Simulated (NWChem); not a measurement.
Si2H4ClF; SMILES F[SiH2][SiH2]Cl

```xyz
8

Si    -0.2365     1.5377     0.4137
F      0.9999     2.1125    -0.4614
Si    -0.8507    -0.6087    -0.3188
Cl     0.6268    -2.0173     0.1255
H      0.1606     1.5047     1.8457
H     -1.4041     2.4465     0.2401
H     -1.0961    -0.6552    -1.7831
H     -2.0933    -1.0207     0.3884
```
Atoms are numbered in this order, from 1.

Geometry: optimised at B3LYP/6-31G* (spherical d).

### Question
List the 6 lowest vertical singlet excitations from LRC-wPBEh/6-31+G* (spherical d), TDA (NWChem).

### Answer
| state | energy (eV) | oscillator strength | leading excitation (squared amplitude) |
|---|---|---|---|
| S1 | 6.20 | 0.020 | HOMO → LUMO (0.93) |
| S2 | 6.67 | 0.015 | HOMO → LUMO+1 (0.90) |
| S3 | 6.92 | 0.005 | HOMO−1 → LUMO (0.73) |
| S4 | 7.66 | 0.005 | HOMO−2 → LUMO (0.50) |
| S5 | 7.71 | 0.037 | HOMO → LUMO+2 (0.82) |
| S6 | 7.87 | 0.058 | HOMO−1 → LUMO+1 (0.37) |
